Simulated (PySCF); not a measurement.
Molecule: SMILES [n-]1cc(C(=C)C)nc1, [C6H7N2]-.

Geometry (Å), atoms numbered from 1 in this order:
```xyz
15

C    -1.2329    1.6761   -0.1076
C    -0.8146    0.4102   -0.2257
C    -1.8092   -0.7117   -0.3844
C     0.5744    0.0384   -0.2083
C     1.1446   -1.2297   -0.3152
N     2.4872   -1.1345   -0.2528
C     2.6831    0.1866   -0.1103
N     1.6002    0.9437   -0.0753
H    -0.5238    2.4763    0.0074
H    -2.2823    1.9403   -0.1212
H    -1.6355   -1.2458   -1.3191
H    -1.7058   -1.4282    0.4311
H    -2.8305   -0.3282   -0.3855
H     0.6616   -2.1899   -0.4313
H     3.6789    0.6045   -0.0292
```

Total charge -1.

Frames of a GFN2-xTB Langevin trajectory at 400 K; GIAO PBE0/pcSseg-1 shieldings in PySCF, gas phase, non-relativistic; equivalent atoms averaged within each frame.

Shifts are taken against calculated references (same method and geometry level): 13C (σref 186.93) and 1H (σref 31.72) against TMS; NH3 for 15N (σref 267.73). The references are static minima.

How do the shifts (ppm) fluctuate along the trajectory?

Results:


```tsv
time (fs)	C7	C2	C4	C5	C1	C3	N6	N8	H15	H14
optimised geometry	149.2	146.7	142.3	129.9	94.4	24.4	296.0	287.3	7.12	6.94
250	159.7	156.2	144.8	128.5	92.8	26.1	316.8	307.3	7.93	7.50
425	145.2	144.0	152.9	141.1	97.9	22.9	328.0	273.0	7.00	8.04
625	147.7	146.8	147.9	129.4	96.2	16.3	287.8	282.6	6.80	7.20
800	148.3	145.7	140.1	126.3	96.3	36.6	289.6	304.4	7.11	6.29
1000	148.9	143.5	145.2	133.2	92.3	30.1	287.1	298.7	7.25	7.30
mean of frames	150.0	147.2	146.2	131.7	95.1	26.4	301.9	293.2	7.22	7.27
standard deviation	5.6	5.2	4.7	5.8	2.4	7.6	19.2	14.8	0.43	0.64
```

5 frames give an uncertainty of the mean of about the standard deviation over 2.2 at best, since frames this close in time may not be independent; classical motion lacks zero-point vibration, and the reference would need the same averaging.
